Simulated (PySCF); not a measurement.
ZrF₄ (singlet state).
Bonds: Zr1–F2, Zr1–F3, Zr1–F4, Zr1–F5.

A GFN2-xTB structure was refined with PBE0-D3(BJ)/def2-SVP geometry optimisation, gas phase, def2 core potentials past Kr (PySCF 2.14.0). Its GFN2-xTB values:

| coordinate | GFN2-xTB |
| --- | --- |
| Zr1–F2 | 1.843 Å |
| F2–Zr1–F3 | 109.5° |

**Question.** How do these coordinates change at the PBE0-D3(BJ)/def2-SVP level?

**Answer.** 
```csv
coordinate,PBE0-D3(BJ)/def2-SVP (Å or °),change
Zr1–F2,1.896,+0.053
F2–Zr1–F3,109.5,0.0
```

The energy falls by 4.8 kcal/mol over 12 energy and gradient evaluations, the largest force component goes from 0.0378 to 2.9e-04 Eh/bohr, and the atoms move by 0.047 Å rms after alignment. Among the bonds, Zr1–F2, Zr1–F3, Zr1–F4 and Zr1–F5 change most and about equally (+0.052 to +0.053 Å). Bonds longer at the end by more than 0.005 Å: 4 of 4; shorter: 0.

The run used 87 basis functions and 78 SCF cycles in all. Hardware: x86-64 server, one thread, no GPU, shared host. Cost: 56 s wall.

Stationary, but not proved a minimum.
